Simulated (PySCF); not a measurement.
A species of formula C8H9BO2 has this rotational fingerprint, computed with PBE0-D3(BJ)/def2-SVP geometry optimisation, gas phase (PySCF 2.14.0):

* Rotational constants: A = 1628, B = 1019, C = 658.5 MHz
* Dipole components: |μa| = 2.43 D, |μb| = 5.05 D, |μc| = 0.90 D
* Inertial defect: -39.12 u·Å²
* κ: -0.26

Task: Which structure is it? (One computed conformer of each.)
A. `[BH2:1][c:2]1[cH:3][cH:4][cH:5][cH:6][c:7]([O:8][CH3:9])[c:10]1=[O:11]` with C6–C7–O8–C9 -5°
B. `[CH3:1][O:2][BH:3][c:4]1[cH:5][cH:6][cH:7][c:8](=[O:9])[cH:10][cH:11]1` with C1–O2–B3–C4 180°, O2–B3–C4–C5 180°
C. `[CH2:1]=[CH:2][c:3]1[cH:4][cH:5][c:6]([B:7]([OH:8])[OH:9])[cH:10][cH:11]1` with C1–C2–C3–C4 179°, C6–B7–O8–H 180°, C6–B7–O9–H 180°

Result: A. It is Bc1ccccc(OC)c1=O, an asymmetric top, point group C1. The candidates at the same level (rigid rotor, commonest isotopes):

| SMILES | A (MHz) | B (MHz) | C (MHz) | μa (D) | μb (D) | μc (D) | Δ (u·Å²) | point group | rotor |
| --- | --- | --- | --- | --- | --- | --- | --- | --- | --- |
| Bc1ccccc(OC)c1=O | 1628 | 1019 | 658.5 | 2.43 | 5.05 | 0.90 | -39.12 | C1 | asymmetric top |
| COBc1cccc(=O)cc1 | 2768 | 553.5 | 462.8 | 4.94 | 2.12 | 0.12 | -3.56 | near Cs | near-prolate asymmetric top |
| C=Cc1ccc(B(O)O)cc1 | 3377 | 546.1 | 470.1 | 2.77 | 0.19 | 0.00 | -0.01 | – | near-prolate asymmetric top |

`C=Cc1ccc(B(O)O)cc1` has A 107 % too high; `COBc1cccc(=O)cc1` has A 70 % too high. No structure here is proved a minimum.
